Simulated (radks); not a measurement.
Cr2+, configuration [Ar] 3d3.5 4p0.5 (fractional occupations, a model configuration). Method: scalar-relativistic Kohn-Sham, PBE, spin-unpolarised, spherical densities, point nucleus; computed with a radial shooting solver on a logarithmic mesh with Libxc functionals.

Normalised radial functions P(r) = r R(r), r in bohr:

```
   r/bohr * 2p, o 4d (the largest magnitude, 1.9, reaches the edge; | marks zero, & curves that meet)
 0.006441                             &
 0.009843                             o*
  0.01492                             o*
   0.0228                             o *
  0.03484                             o    *
  0.05324                             o        *
  0.08135                             o               *
   0.1233                             o                      *
   0.1884                             |o                         *
   0.2879                             | o                     *
     0.44                             |  o         *
   0.6723                             |  o*
    1.027                             |* o
    1.557                             &
     2.38                         o   *
    3.636                      o      *
    5.557                       o     *
    8.491                           o *
    12.87                             &
```

2p: eigenvalue -586.51 eV, 0 radial nodes, <r> = 0.260 bohr, 90 % of the charge inside 0.426 bohr. 4d (empty): eigenvalue -7.956 eV, 1 radial node at r = 1.57 bohr, <r> = 4.56 bohr, 90 % of the charge inside 6.73 bohr.
